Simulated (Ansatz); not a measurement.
Species: sum formula SnCl$_{2}$F$_{2}$, net charge 0, singlet state. SMILES: [F][Sn]([Cl])([F])[Cl]
Geometry: optimised at B3LYP-D3(BJ)/def2-TZVP (Ansatz, an electronic-structure program).

Wanted: atomisation energy (electronic, to ground-state atoms), in eV. Valence correlation only, unless marked. Open shells are spin-unrestricted. Spin-orbit coupling is left out. The frozen core is the preceding noble-gas configuration, with the filled d and f shells of earlier blocks. In def2 rows, elements after Kr have scalar-relativistic effective core potentials. The coupled-cluster limit lacks core correlation, which all-electron functionals hold. Basis-set limits of correlation are two-point, X^-3; Hartree-Fock from the larger set.

```json
[
 {"level": "HF/def2-QZVPP", "program": "Ansatz", "atomisation energy (eV)": "10.58"},
 {"level": "HF/def2-QZVPPD", "program": "Ansatz", "atomisation energy (eV)": "10.58"},
 {"level": "PBE0/def2-TZVPD", "program": "Ansatz", "atomisation energy (eV)": "15.39"},
 {"level": "r2SCANh/def2-TZVPD", "program": "Ansatz", "atomisation energy (eV)": "15.56"},
 {"level": "wB97X-V/def2-TZVPD", "program": "Ansatz", "atomisation energy (eV)": "15.91"},
 {"level": "RPA@PBE/def2-QZVPP", "program": "Ansatz", "atomisation energy (eV)": "14.29"},
 {"level": "SCS-MP2/def2-SVP", "program": "Ansatz", "atomisation energy (eV)": "14.47"}
]
```

**Question.** Estimate the value at CCSD(T)/CBS(def2-TZVPPD,def2-QZVPPD) as computed with Ansatz.

**Answer.** 16.26 eV, so SCS-MP2/def2-SVP differs from it by -1.79 eV.
